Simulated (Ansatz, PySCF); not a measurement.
H3SbTe2. Atoms are numbered in the order given.

```xyz
6

Sb     0.0229    -1.1428     0.0000
H     -1.6928    -1.1736     0.0000
Te    -0.0255     0.5665    -2.1920
H      1.5900     0.2684    -2.4690
Te    -0.0255     0.5665     2.1920
H      1.5900     0.2684     2.4690
```

Coordinates come from a PBE0-D3(BJ)/def2-SVP optimisation. The structure was generated by enumeration; whether it is a known compound was not checked. The def2 effective core potentials stand for the cores of Sb, Te; spin–orbit coupling is left out.

Vertical ionisation energy (IE) and electron affinity (EA) in eV. Rows of orbital energies are one-electron estimates. Where ΔSCF, EOM or ADC give a negative EA the extra electron is unbound and the value depends on the basis.

```tsv
level	IE	EA
−ε(HOMO), −ε(LUMO), M06-2X/def2-TZVP (PySCF)	…	…
−ε(HOMO), −ε(LUMO), PBE/def2-TZVP (PySCF)	5.31	2.62
ΔSCF, PBE0/def2-SVPD (Ansatz), final states of multiplicity 2 and 2	7.93	0.61
ΔSCF, PBE/def2-SVPD (Ansatz), final states of multiplicity 2 and 2	7.70	0.59
```

Question: Some entries are withheld; supply them. (The exact figures need the calculation; the answer reports its results.)

Answer: 
- −ε(HOMO), −ε(LUMO), M06-2X/def2-TZVP (PySCF), IE: 7.33
- −ε(HOMO), −ε(LUMO), M06-2X/def2-TZVP (PySCF), EA: 1.23

Question: What vertical singlet–triplet gap does ΔSCF give with PBE0/def2-SVPD (Ansatz, a program for electronic structure) and with PBE/def2-SVPD (Ansatz)? (Estimate from the structure and the level; the computed values follow.)

Answer: 2.83 and 2.65 eV (triplet above singlet where positive).
